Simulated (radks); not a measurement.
Results of a calculation; reference values are marked as such.
Valence configurations of Kr III (all share [Ar]). Level of theory: Dirac Kohn-Sham, PBEsol, spin-unpolarised, spherical densities, finite nucleus; open shells fill j = l - 1/2 first; Fermi nuclear charge, rms radius 4.1884 fm (a radial shooting solver on a logarithmic mesh with Libxc functionals). Energies are relative to 3d10 4s2 4p4; eigenvalues in eV.

valence           E (eV)  e(3d3/2)  e(3d5/2)  e(4p1/2)  e(4p3/2)  e(4s1/2)
3d10 4s2 4p4       0.000   -107.44   -106.13   -31.469   -30.661   -46.004
3d10 4s1.5 4p4.5   7.688   -108.23   -106.92   -31.824   -31.008   -46.419
3d10 4s1 4p5      15.411   -109.00   -107.70   -32.172   -31.348   -46.827
3d10 4p6          30.957   -110.53   -109.22   -32.849   -32.009         -
3d9.5 4s1 4p5.5   55.030   -115.97   -114.63   -33.353   -32.479   -48.388
3d9 4s2 4p5       81.314   -121.57   -120.20   -33.864   -32.957   -49.160
3d9 4s1 4p6       97.579   -123.04   -121.67   -34.524   -33.600   -49.927
3d8.5 4s2 4p5.5   126.45   -128.80   -127.40   -35.046   -34.088   -50.703
3d8 4s2 4p6       174.65   -136.15   -134.71   -36.218   -35.210   -52.226

NIST lists [Ar] 3d10 4s2 4p4 as the ground configuration; this level of theory agrees among the configurations tried. The energies are those of spherical spin-averaged densities, not of single terms.
